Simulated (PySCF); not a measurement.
Compound: C₆H₇O₃ (doublet state).
Cartesian coordinates in Å at the GFN2-xTB level; atoms count from 1:
```
atom  x, y, z in Å
C1     2.443   -0.400    0.158
O2     1.175   -0.141    0.711
C3     0.260    0.523   -0.172
C4    -0.819    1.119    0.665
C5    -2.029    0.487    0.767
C6    -2.299   -0.627   -0.003
O7    -1.453   -1.088   -0.944
C8    -0.255   -0.510   -1.174
O9     0.396   -0.873   -2.121
H10    2.380   -1.045   -0.723
H11    3.008   -0.902    0.940
H12    2.948    0.533   -0.119
H13    0.814    1.297   -0.731
H14   -0.575    1.987    1.252
H15   -2.791    0.849    1.437
H16   -3.210   -1.200    0.045
```

The hyperfine couplings belong to this conformer and change with its torsions.

The species is `O1C([C@H](OC)[CH]C=C1)=O` [radical].

Computed, not measured: UKS B3LYP, pcH-1 on C H O, non-relativistic, mean-field spin-orbit, GIAO in PySCF 2.14.0. Geometry: GFN2-xTB, one conformer, isolated molecule. Couplings are sensitive to structure, and on GFN2-xTB geometries they can be far from those on DFT ones. Stability of the SCF solution: not tested.

(1) What is the g tensor, term by term?

(2) At 9.755 GHz, how far is the centre of the isotropic spectrum from where a free electron (g = 2.002319) resonates?

(3) What effective moment and Curie constant follow for a powder?

(4) In a frozen sample, at which fields do the three g values resonate at 9.5, 34, 94 and 263 GHz (hyperfine left aside), and which band first spreads them over more than twice a line width of 1.0 mT?

Answers

(1) 
```json
{"Δg (ppm)": "relativistic mass correction", "1": "-179", "2": "-179", "3": "-179"}
{"Δg (ppm)": "gauge correction", "1": "1", "2": "39", "3": "47"}
{"Δg (ppm)": "orbital Zeeman/spin–orbit", "1": "-90", "2": "800", "3": "1389"}
{"Δg (ppm)": "total", "1": "-268", "2": "661", "3": "1257"}
```

So g = 2.00205, 2.00298, 2.00358 and g_iso = 2.00287; the tensor is rhombic: the two nearest values differ by 39 % of g3 − g1. Axes: g3 points within 12° of the C4–C5 bond.

(2) B = hν/(g μB) with μB/h = 13.99624 MHz/mT gives 348.08 mT for the free electron and 347.99 mT at g_iso, 0.10 mT lower.

(3) With the mean of g² = 4.0115 and S(S+1) = 0.75: μ_eff = √(⟨g²⟩S(S+1)) = 1.735 μB and χT = 0.12505·⟨g²⟩·S(S+1) = 0.376 cm³ K/mol (cgs; spin-Hamiltonian part alone).

(4) 
| band | GHz | B(g3) mT | B(g2) mT | B(g1) mT | spread mT |
| --- | --- | --- | --- | --- | --- |
| X | 9.5 | 338.77 | 338.87 | 339.03 | 0.26 |
| Q | 34.0 | 1212.44 | 1212.80 | 1213.37 | 0.92 |
| W | 94.0 | 3352.05 | 3353.05 | 3354.60 | 2.55 |
| J | 263.0 | 9378.61 | 9381.40 | 9385.75 | 7.14 |

The spread grows in proportion to the frequency. W band is the first where it exceeds 2.0 mT.

The largest Mulliken spin populations are on C4 (+0.59), C6 (+0.58), C5 (-0.23) and O9 (+0.06). The positive populations add up to 1.32 and the negative ones to -0.32, together 2S = 1. The angles at C4 add up to 359.7°, so it is planar.

The HOMO–LUMO gaps are 4.99 eV among the α and 4.32 eV among the β orbitals.
